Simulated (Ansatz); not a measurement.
One change: `CC[SiH2]P` becomes `CC[SiH2]SC`.

Ansatz, PBE0-D4/def2-TZVP geometries, multiplicity 1. Each molecule was computed in one conformer, which needn't be the lowest.

| property | `CC[SiH2]P` |
| --- | --- |
| HOMO energy (ωB97M-V/def2-TZVPP) / eV | -9.49 |
| LUMO energy (PBE0/def2-TZVPP) / eV | 0.36 |
| HOMO–LUMO gap (ωB97M-V/def2-TZVPP) / eV | 11.54 |
| HOMO energy (B3LYP/def2-TZVPP) / eV | -7.17 |
| size of the dipole moment (ωB97M-V/def2-TZVPP) / D | 1.01 |
| LUMO energy (B3LYP/def2-TZVPP) / eV | 0.13 |

Q: Give the same properties after the change, and the shifts. (An estimate is asked.)

A: Ansatz gave: 
```csv
property,`CC[SiH2]SC`,shift
HOMO energy (ωB97M-V/def2-TZVPP) / eV,-8.97,0.52
LUMO energy (PBE0/def2-TZVPP) / eV,0.48,0.12
HOMO–LUMO gap (ωB97M-V/def2-TZVPP) / eV,11.10,-0.44
HOMO energy (B3LYP/def2-TZVPP) / eV,-6.54,0.63
size of the dipole moment (ωB97M-V/def2-TZVPP) / D,1.87,0.86
LUMO energy (B3LYP/def2-TZVPP) / eV,0.22,0.09
```

With PBE0 the HOMO rises by 0.61 eV and the LUMO rises by 0.12 eV, so the gap narrows by about 0.49 eV. PBE moves the HOMO by 0.70 eV and ωB97M-V by 0.52 eV. Dipoles are sizes alone; their direction can turn.

B3LYP here is the variant with VWN-RPA as its local correlation; programs differ in this.
